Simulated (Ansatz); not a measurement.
A structure relaxed at PBE-D4/def2-SVPD in Ansatz, charge -1, doublet:

```csv
atom,x (Å),y (Å),z (Å)
Pb1,0.010,-0.537,1.693
Pb2,-1.732,1.213,-0.617
S3,1.560,-0.852,-1.845
S4,0.434,1.923,0.750
S5,2.731,-0.253,-0.318
S6,-2.635,-0.190,1.419
S7,-0.368,-1.305,-1.081
```

(1) Give its formula.

(2) Summarise the bond lengths by kind (pairs closer than 1.2 times the sum of covalent radii, bridged metal pairs left out).

Answers

(1) the cluster Pb₂S₅⁻.

(2) 6 × Pb–S 2.63 to 2.90 Å; 2 × S–S 2.02 to 2.12 Å.

In the def2 sets Pb takes a core potential; there is no spin–orbit coupling. The relaxation made no stability test and no search for a lower SCF solution. Another isomer (doublet) lies 0.36 eV lower at PBE0-D4/def2-SVP; other spin states weren't run for this one.
